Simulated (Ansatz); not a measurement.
Start from `N[SiH2][SbH2]` and change one atom or group to get `N[SiH2][SiH3]`.

Ansatz, PBE0-D4/def2-TZVP geometries, multiplicity 1. Each molecule was computed in one conformer, which needn't be the lowest.

Elements past krypton have def2 core potentials.

```tsv
property	`N[SiH2][SbH2]`
LUMO energy (B3LYP/def2-TZVPP) / eV	-0.54
HOMO energy (PBE/def2-TZVPP) / eV	-5.74
LUMO energy (ωB97M-V/def2-TZVPP) / eV	1.30
size of the dipole moment (B3LYP/def2-TZVPP) / D	1.47
HOMO–LUMO gap (ωB97M-V/def2-TZVPP) / eV	10.12
LUMO energy (PBE0/def2-TZVPP) / eV	-0.33
```

(1) What does the change do to each property? (Best estimate.)

## Answers

(1) Computed: 
```csv
property,`N[SiH2][SiH3]`,shift
LUMO energy (B3LYP/def2-TZVPP) / eV,-0.35,0.19
HOMO energy (PBE/def2-TZVPP) / eV,-6.00,-0.26
LUMO energy (ωB97M-V/def2-TZVPP) / eV,1.50,0.20
size of the dipole moment (B3LYP/def2-TZVPP) / D,1.45,-0.02
HOMO–LUMO gap (ωB97M-V/def2-TZVPP) / eV,11.09,0.97
LUMO energy (PBE0/def2-TZVPP) / eV,-0.13,0.20
```

With PBE0 the HOMO falls by 0.53 eV and the LUMO rises by 0.20 eV, so the gap widens by about 0.73 eV. PBE moves the HOMO by -0.26 eV and ωB97M-V by -0.77 eV. Dipoles are sizes alone; their direction can turn.

B3LYP here is the variant with VWN-RPA as its local correlation; programs differ in this.

Spin–orbit coupling is left out; it splits and shifts lone-pair levels of the heavy atoms by tenths of an eV.
